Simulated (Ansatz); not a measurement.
The same molecule with X = F, Cl, Br, I. Ansatz, PBE0-D4/def2-TZVP geometries, multiplicity 1.

Elements past krypton have def2 core potentials. Scalar relativity is left out up to krypton.

```json
{"X": "F", "molecule": "`F[SiH2][SiH3]`", "mean X–Si bond length / Å": "1.607", "LUMO energy (ωB97M-V/def2-TZVPP) / eV": "1.13", "ideal-gas entropy at 298 K and 1 bar (rigid rotor, harmonic PBE0-D4/def2-TZVP) / J/(mol·K)": "311", "LUMO energy (B3LYP/def2-TZVPP) / eV": "-0.84"}
{"X": "Br", "molecule": "`[SiH3][SiH2]Br`", "mean X–Si bond length / Å": "2.231", "LUMO energy (ωB97M-V/def2-TZVPP) / eV": "1.07", "ideal-gas entropy at 298 K and 1 bar (rigid rotor, harmonic PBE0-D4/def2-TZVP) / J/(mol·K)": "335", "LUMO energy (B3LYP/def2-TZVPP) / eV": "-0.93"}
{"X": "I", "molecule": "`[SiH3][SiH2]I`", "mean X–Si bond length / Å": "2.450", "LUMO energy (ωB97M-V/def2-TZVPP) / eV": "0.70", "ideal-gas entropy at 298 K and 1 bar (rigid rotor, harmonic PBE0-D4/def2-TZVP) / J/(mol·K)": "343", "LUMO energy (B3LYP/def2-TZVPP) / eV": "-1.25"}
```

(1) Give the row for X = Cl, `[SiH3][SiH2]Cl`. (Estimate.)

Answers

(1) Computed: 
| X | molecule | mean X–Si bond length / Å | LUMO energy (ωB97M-V/def2-TZVPP) / eV | ideal-gas entropy at 298 K and 1 bar (rigid rotor, harmonic PBE0-D4/def2-TZVP) / J/(mol·K) | LUMO energy (B3LYP/def2-TZVPP) / eV |
| --- | --- | --- | --- | --- | --- |
| Cl | `[SiH3][SiH2]Cl` | 2.065 | 1.26 | 323 | -0.73 |

From F to I the mean X–Si bond length rises at each step, by 0.843 Å in all; the LUMO energy (ωB97M-V/def2-TZVPP) isn't monotonic: highest at Cl, lowest at I; the ideal-gas entropy at 298 K and 1 bar (rigid rotor, harmonic PBE0-D4/def2-TZVP) rises at each step, by 32 J/(mol·K) in all; the LUMO energy (B3LYP/def2-TZVPP) isn't monotonic: highest at Cl, lowest at I. Bonds lengthen as the atom grows down the group.

B3LYP here is the variant with VWN-RPA as its local correlation; programs differ in this.
